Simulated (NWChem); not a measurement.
Lowest excitation of Cl4Se

```xyz
5

Se     0.0000     0.0000    -0.4073
Cl     0.0000    -1.7112     0.9774
Cl    -2.3581     0.0000    -0.5700
Cl     0.0000     1.7112     0.9774
Cl     2.3581     0.0000    -0.5700
```
Charge 0, spin multiplicity 1.

Program: NWChem. All single points use one geometry, from B3LYP/def2-SVP, a minimum by its harmonic frequencies.

Basis set: def2-SVP.

```
method         lowest vertical singlet excitation energy (eV)  relative cost  difference from EOM-CCSD
-------------  ----------------------------------------------  -------------  ------------------------
EOM-CCSD                                                 3.21        under 3                      0.00
TD-B3LYP                                                 2.66        under 3                     -0.55
TD-PBE                                                   2.48              1                     -0.73
TDA-CAM-B3LYP                                            2.91              5                     -0.30
CIS                                                      4.12        under 3                     +0.91
```

The values span 1.64 eV, from TD-PBE (lowest) to CIS (highest). Costs are rough ratios of processor time within this set of runs, SCF included, with TD-PBE as 1.

The Hamiltonian is non-relativistic. The correlated methods keep 29 core orbitals frozen. B3LYP has NWChem's definition, with VWN1-RPA local correlation. GW and range-separated runs recompute their integrals, the others keep them in memory, which bears on the times. The structure started from a generated list of species. Differences from the coupled-cluster row are differences between methods, not errors against experiment.
